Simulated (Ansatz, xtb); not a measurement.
H8N4Si: which of two conformers lies lower

We compare a, `N[Si](N)(N)N`, a singlet, with b, `N[Si](N)(N)N`, a singlet. Both are isolated molecules in the gas phase, relaxed with r2SCAN-D4/def2-SVP.

a (Å):

```yaml
atoms:
  - { symbol: N, position_ang: [0.2267, 0.1162, 1.8119] }
  - { symbol: N, position_ang: [1.7561, -0.2501, -0.3795] }
  - { symbol: N, position_ang: [-0.7493, 1.1638, -0.7043] }
  - { symbol: N, position_ang: [-0.8521, -1.5054, -0.3301] }
  - { symbol: Si, position_ang: [0.0954, -0.1189, 0.0995] }
  - { symbol: H, position_ang: [0.8286, -0.5044, 2.3457] }
  - { symbol: H, position_ang: [-0.6100, 0.3357, 2.3438] }
  - { symbol: H, position_ang: [2.4181, 0.4437, -0.0434] }
  - { symbol: H, position_ang: [1.9728, -0.5054, -1.3381] }
  - { symbol: H, position_ang: [-0.3405, 2.0934, -0.7112] }
  - { symbol: H, position_ang: [-1.7581, 1.2254, -0.6002] }
  - { symbol: H, position_ang: [-0.6408, -2.3990, 0.1035] }
  - { symbol: H, position_ang: [-1.1071, -1.6403, -1.3044] }
```

b (Å):

```yaml
atoms:
  - { symbol: N, position_ang: [0.2574, 0.1583, 1.5023] }
  - { symbol: N, position_ang: [1.5853, -0.4609, -0.7686] }
  - { symbol: N, position_ang: [-0.9315, 1.2979, -0.6401] }
  - { symbol: N, position_ang: [-0.9484, -1.3956, -0.8589] }
  - { symbol: Si, position_ang: [-0.0093, -0.1000, -0.1913] }
  - { symbol: H, position_ang: [0.8458, -0.4944, 2.0106] }
  - { symbol: H, position_ang: [-0.5207, 0.4605, 2.0800] }
  - { symbol: H, position_ang: [2.3604, 0.1175, -0.4599] }
  - { symbol: H, position_ang: [1.7051, -0.7270, -1.7410] }
  - { symbol: H, position_ang: [-0.6336, 2.2090, -0.3060] }
  - { symbol: H, position_ang: [-1.2884, 1.3654, -1.5881] }
  - { symbol: H, position_ang: [-0.5881, -2.3428, -0.7986] }
  - { symbol: H, position_ang: [-1.9551, -1.3886, -0.7278] }
```

Problem. Estimate E(b) − E(a) at the level CCSD(T)/def2-SVP + ΔMP2/def2-TZVPP.

Solution. Calculated at CCSD(T)/def2-SVP + ΔMP2/def2-TZVPP: E(b) − E(a) = −10.9 kJ/mol, so structure b lies lower.

The same difference at several levels:

```csv
level,geometry,E(b) − E(a) (kJ/mol),departure from the last row (kJ/mol),"job, with rough time for the two"
r2SCAN-D4/def2-SVP,r2SCAN-D4/def2-SVP,−10.6,+0.3,"optimisation, 94 s"
HF/def2-SVP,r2SCAN-D4/def2-SVP,−8.2,+2.8,part of the CCSD(T) run
MP2/def2-SVP,r2SCAN-D4/def2-SVP,−11.7,−0.8,part of the CCSD(T) run
CCSD(T)/def2-SVP,r2SCAN-D4/def2-SVP,−11.3,−0.4,single point
CCSD(T)/def2-SVP + ΔMP2/def2-TZVPP,r2SCAN-D4/def2-SVP,−10.9,,"single point, 1.7 min"
```

None of the levels shown reverses the order. The largest departure from CCSD(T)/def2-SVP + ΔMP2/def2-TZVPP is that of HF/def2-SVP, 2.8 kJ/mol. Levels run at GFN2-xTB geometries aren't shown. The last row adds to CCSD(T) the change of the MP2 difference between the two basis sets, here +0.4 kJ/mol.

With harmonic frequencies from r2SCAN-D4/def2-SVP (ideal gas, rigid rotor, one conformer each, 298.15 K, 1 atm): on the last row, ΔE + ΔZPE = −8.4, ΔH = −9.5, ΔG = −5.2 kJ/mol.

The correlated steps freeze 9 core orbitals. Mirror images aren't counted in ΔG. Codes used: Ansatz 0.2.0; the last row on 2 threads of AMD EPYC (Zen 3) on a shared host.
